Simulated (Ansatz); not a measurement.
`[Cl][In]([Cl])[Br]` + `CNC` → `C[N](C)[In]([Cl])[Cl]` + HBr at 600 K and 1 bar (ligand exchange at the In–Br bond).

Isolated molecules relaxed with PBE0-D4/def2-TZVP in Ansatz; ΔE leaves out vibrations. CCSD(T)/CBS is the MP2 limit (def2-TZVPP, def2-QZVPP) plus CCSD(T) − MP2 in def2-TZVPP, frozen cores. def2 core potentials past Kr. For Br, In outer-core shells are correlated without core-valence functions, which leaves a few kJ/mol of doubt a bond. Scalar relativity is left out up to krypton. Each species was taken in one conformer, which may not be the lowest.

| species | CCSD(T)/CBS energy (Eh) | H − E (kJ/mol) | S (J/(mol·K)) |
| --- | --- | --- | --- |
| `[Cl][In]([Cl])[Br]` | -3682.84497 | 50.8 | 417.5 |
| `CNC` | -135.00321 | 284.6 | 333.5 |
| `C[N](C)[In]([Cl])[Cl]` | -1243.88764 | 294.2 | 529.6 |
| HBr | -2573.91920 | 33.5 | 219.1 |

H − E and S are ideal-gas, rigid-rotor, harmonic terms from PBE0-D4/def2-TZVP, for one conformer and one mirror image of each species. 1 Eh = 2625.50 kJ/mol, R = 8.31446 J/(mol·K).

Question: By hand: ΔE, ΔH, ΔS and ΔG.

Answer: ΔE = (-1243.88764) + (-2573.91920) − (-3682.84497) − (-135.00321) = 0.04134 Eh = 108.5 kJ/mol. Δ(H − E) = 294.2 + 33.5 − 50.8 − 284.6 = -7.7, so ΔH = 100.8 kJ/mol. ΔS = 529.6 + 219.1 − 417.5 − 333.5 = -2.3 J/(mol·K). ΔG = 100.8 − 600 × (-2.3)/1000 = 102.2 kJ/mol.

Question: By hand: the equilibrium constant, and the temperature at which ΔG would vanish if ΔH and ΔS stayed fixed.

Answer: log₁₀ K = −ΔG/(RT ln 10) = -8.9. ΔH and −TΔS have one sign here, so there is no such temperature. One of them is within its doubt of zero, so this could turn.

The number of gas molecules stays the same, so ΔS is small and ΔH decides. A doubt of 5 kJ/mol in ΔE shifts log₁₀ K by 0.4 here. Other conformers and mirror images would add mixing entropy, several J/(mol·K) or more a flexible species. Modes under 60 cm⁻¹, often nearly free rotors, make the harmonic entropy too high. These are equilibria of isolated gas molecules and say nothing of rates. Largest T1 diagnostic: 0.014 (customary marks: 0.02 for closed shells, 0.045 for open ones).
